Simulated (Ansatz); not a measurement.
GeH3O (`[OH][GeH2]`) radical, 5 atoms. Total charge 0; spin multiplicity 2. Correlated methods include outer-core shells of Ge, which these sets cover unevenly. Scalar relativity is left out up to krypton. All runs use 2 threads of a server CPU on a shared host. Correlated methods freeze the cores. Open-shell runs search over several starts.

Task: How many basis functions does each run have, and how long does it take in Ansatz? UHF-CCSD(T)/def2-SVP energy; direct RPA on PBE orbitals/def2-TZVPP energy; UKS PBE0-D4/def2-SVP energy; UKS ωB97M-V/def2-QZVPP energy; UKS PBE0-D4/def2-TZVP frequencies; UHF-MP2/def2-QZVPP energy; UHF-CCSD(T)/def2-TZVPP energy; UKS PBE0-D4/def2-TZVP relaxation (6 steps); UKS PBE-QIDH (frozen core)/def2-TZVPP energy; UKS PBE-D4/def2-TZVPP energy and forces; UKS ωB97M-V/def2-SVP energy; UKS PBE0-D4/def2-QZVPP energy. (An estimate is asked.)

Result: The calculation gave: Other jobs shared the machine, so times are rough.

```tsv
level	job	functions	wall time	peak host memory (GiB)
UKS PBE0-D4/def2-SVP	energy	61	0.95 s	0.15
UKS PBE-D4/def2-TZVPP	energy and forces	121	1.4 s	0.15
UKS PBE-QIDH (frozen core)/def2-TZVPP	energy	121	2.4 s	0.26
UHF-CCSD(T)/def2-SVP	energy	61	2.5 s	0.23
direct RPA on PBE orbitals/def2-TZVPP	energy	121	2.7 s	0.24
UKS ωB97M-V/def2-SVP	energy	61	3.4 s	0.25
UKS PBE0-D4/def2-QZVPP	energy	236	4.4 s	0.6
UHF-MP2/def2-QZVPP	energy	236	7 s	0.71
UKS PBE0-D4/def2-TZVP	relaxation (6 steps)	97	10 s	0.22
UKS ωB97M-V/def2-QZVPP	energy	236	11 s	0.79
UHF-CCSD(T)/def2-TZVPP	energy	121	22 s	1.2
UKS PBE0-D4/def2-TZVP	frequencies	97	31 s	0.21
```
